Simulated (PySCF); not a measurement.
# Potential energy of InP along the bond

Set-up: PySCF, scalar-relativistic core potentials, basis sets In def2-TZVPPD with ECP28, P def2-TZVPPD. Energies in eV from In + P in their ground configurations at the same level. State: ³Σ⁻ (triplet), unpaired electrons π ↑↑.

```json
{"R (Å)": "2.281", "UHF-MP2": "-1.098", "UHF-CCSD(T)": ""}
{"R (Å)": "2.387", "UHF-MP2": "-1.433", "UHF-CCSD(T)": "-1.486"}
{"R (Å)": "2.493", "UHF-MP2": "-1.607", "UHF-CCSD(T)": "-1.674"}
{"R (Å)": "2.572", "UHF-MP2": "-1.663", "UHF-CCSD(T)": "-1.738"}
{"R (Å)": "2.652", "UHF-MP2": "-1.670", "UHF-CCSD(T)": "-1.754"}
{"R (Å)": "2.732", "UHF-MP2": "-1.642", "UHF-CCSD(T)": "-1.733"}
{"R (Å)": "2.838", "UHF-MP2": "-1.564", "UHF-CCSD(T)": "-1.664"}
{"R (Å)": "2.970", "UHF-MP2": "-1.421", "UHF-CCSD(T)": "-1.535"}
{"R (Å)": "3.129", "UHF-MP2": "-1.192", "UHF-CCSD(T)": "-1.344"}
{"R (Å)": "3.341", "UHF-MP2": "-0.834", "UHF-CCSD(T)": ""}
```

Q: Put a parabola through the three lowest points of the UHF-MP2 curve and estimate Re, k and ωe (reduced mass 24.4 u; 1 eV/Å² = 0.16022 mdyn/Å; ωe = 1302.8·√(k/μ) cm⁻¹).

A: Through R = 2.572, 2.652, 2.732 Å the second-order coefficient is 2.73 eV/Å², so Re ≈ 2.628 Å, k ≈ 0.876 mdyn/Å and ωe ≈ 247 cm⁻¹. A polynomial fit of higher order to the unrounded UHF-MP2 energies gives Re = 2.626 Å, k = 0.989 mdyn/Å, ωe = 262 cm⁻¹; anharmonicity and rounding make the difference.

The higher-order fit for each curve: UHF-MP2: Re = 2.626 Å, ωe = 262 cm⁻¹, De = 1.67 eV; UHF-CCSD(T): Re = 2.642 Å, ωe = 257 cm⁻¹, De = 1.75 eV.

Correlated steps freeze 9 core orbitals. These are scalar-relativistic numbers at best; spin–orbit coupling would shift them, the dissociation energy most. The state was picked by a PBE0 search and need not be the measured ground state.
